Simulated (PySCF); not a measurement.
# How methods differ on the excitation energy of Mg

Mg [Ne] 3s2 (1S) → Mg [Ne] 3p2 (3P), as a difference of total energies. All numbers are calculated (PySCF 2.14, scalar relativity by spin-free X2C-1e, in x2c-QZVPPall with one added diffuse shell each of s, p, d, f type (10s7p6d3f, 82 functions)). Correlated levels: valence: [Ne] frozen. The calculations carry no spin-orbit coupling.

| method | excitation energy (cm⁻¹) | error (cm⁻¹) |
| --- | --- | --- |
| UHF | 50811 | -7043 |
| MP2 (valence) | 54924 | -2929 |
| SCS-MP2 (valence) | 56679 | -1175 |
| CCSD (valence) | 56404 | -1449 |

Reference: 57854 cm⁻¹ (measured; NIST levels, between the centres of gravity of the two terms).

Errors of the correlated levels include the incompleteness of this basis and the frozen core.

With two correlated electrons CCSD is exact in that space.
